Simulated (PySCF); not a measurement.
# Correlation energy of Ne³⁺ (neon, charge +3)

[He] 2s2 2p3, high-spin 4S determinant. All numbers are calculated (PySCF 2.14, the non-relativistic Hamiltonian (point nucleus), in aug-cc-pVTZ (5s4p3d2f, 46 functions)). Frozen: 1s2; 5 electrons correlated.

| level | correlation energy (mhartree) |
| --- | --- |
| CCSD | -114.34 |
| (T) | -0.91 |
| CCSD(T) | -115.25 |

Diagnostics: T1 = 0.0020, D1 = 0.0045, largest double amplitude 0.025.

Cost of the coupled-cluster step: of the order of 1 core-seconds, for 5 correlated electrons.

Iterations:

```
CC2 = 0
CCSD nocc = (np.int64(4), np.int64(1)), nmo = (45, 45)
frozen orbitals [[0], [0]]
max_cycle = 100
direct = 0
conv_tol = 1e-08
conv_tol_normt = 1e-06
diis_space = 8
diis_start_cycle = 0
Init t2, MP2 energy = -0.101371681330095
Init E_corr(UCCSD) = -0.101371681330099
cycle = 1  E_corr(UCCSD) = -0.112004922202167  dE = -0.0106332409  norm(t1,t2) = 0.0161895
cycle = 2  E_corr(UCCSD) = -0.113745914598099  dE = -0.0017409924  norm(t1,t2) = 0.0045381
cycle = 3  E_corr(UCCSD) = -0.114355869423475  dE = -0.000609954825  norm(t1,t2) = 0.00151079
cycle = 4  E_corr(UCCSD) = -0.114334682126648  dE = 2.11872968e-05  norm(t1,t2) = 0.000149238
cycle = 5  E_corr(UCCSD) = -0.114336903076263  dE = -2.22094961e-06  norm(t1,t2) = 2.21553e-05
cycle = 6  E_corr(UCCSD) = -0.11433690888233  dE = -5.8060666e-09  norm(t1,t2) = 1.85912e-06
cycle = 7  E_corr(UCCSD) = -0.114336911333745  dE = -2.45141561e-09  norm(t1,t2) = 1.49469e-07
UCCSD converged
E(UCCSD) = -124.208463904693  E_corr = -0.1143369113337452
UCCSD(T) correction = -0.000909185837764282
```
